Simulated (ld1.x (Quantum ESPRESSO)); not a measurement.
Before and after: TM potential for S (Z = 16)

ld1.x (Quantum ESPRESSO) 7.5 input, shortened:

```
&input
   title='S', zed=16., rel=1, dft='PZ', iswitch=3,
   config='[Ne] 3s2 3p4'
 /
 &inputp
   pseudotype=2, tm=.true., lloc=0,
   nlcc=.true., new_core_ps=.true., rcore=0.90
 /
2
3P  2  1   4.00   0.00  1.75  1.75  0.0
3S  1  0   2.00   0.00  1.00  1.00  0.0
 &test
   configts(1)='3s2 3p4'
 /
```

All-electron outer shells of the reference configuration (LDA (PZ), scalar-relativistic, ld1.x):

| shell | level (eV) | outermost node (bohr) | outermost maximum (bohr) |
| --- | --- | --- | --- |
| 2s | -210.79 | 0.13 | 0.39 |
| 2p | -156.52 | – | 0.33 |
| 3s | -17.28 | 0.60 | 1.40 |
| 3p | -7.11 | 0.58 | 1.59 |

Change: all radii but the core radius scaled by about 1.40 (s 1.40, p 2.44 bohr).

Cutoffs: the cutoffs (Ry, on a coarse ladder) from which the occupation-weighted sum of valence levels, in a spherical-Bessel basis at the reference potential, stays within 10 and 1 mRy of its value at 400 Ry; they do not see the model core or the augmentation charge, which bear on the density cutoff. Errors are all-electron minus pseudo energies relative to the spin-unpolarised reference configuration.

How do hardness, ghosts and transferability respond?

The potential gets softer (90 Ry and 230 Ry → 40 Ry and 60 Ry); of the 9 tests that both files solve, the error grows in 1 and shrinks in 6 by more than 15 % and 0.3 meV (median size 9.4 → 11.6 meV); neither file shows a bound ghost. A larger radius leaves more room for a smooth pseudo-wave, so fewer plane waves are needed.

| quantity | base | changed |
| --- | --- | --- |
| cutoff, loose | 90 Ry | 40 Ry |
| cutoff, tight | 230 Ry | 60 Ry |
| loose cutoff by channel (10 mRy a level) | p 10 Ry, s 70 Ry | p 10 Ry, s 21 Ry |
| bound ghosts | none | none |
| error for 3s2 3p3, meV [ΔE 11.86 eV] | +5.1 | +2.8 |
| error for 3s2 3p2, meV [ΔE 34.24 eV] | +36 | +17 |
| error for 3s2 3p1, meV [ΔE 68.39 eV] | +120 | +49 |
| error for 3s2 3p3.5, meV [ΔE 4.71 eV] | +0.7 | +0.4 |
| error for 3s1 3p4, meV [ΔE 22.66 eV] | +3.8 | +12 |
| error for 3s2 3p4.3, meV [ΔE -1.74 eV] | +0.4 | +0.3 |
| error for 3s2 3p0, meV [ΔE 115.38 eV] | +290 | +90 |
| error for 3s2 3p4 (spin-polarised), meV [ΔE -0.71 eV] | +9.4 | +4.3 |
| error for 3s2 3p3 (spin-polarised), meV [ΔE 9.90 eV] | +31 | +13 |
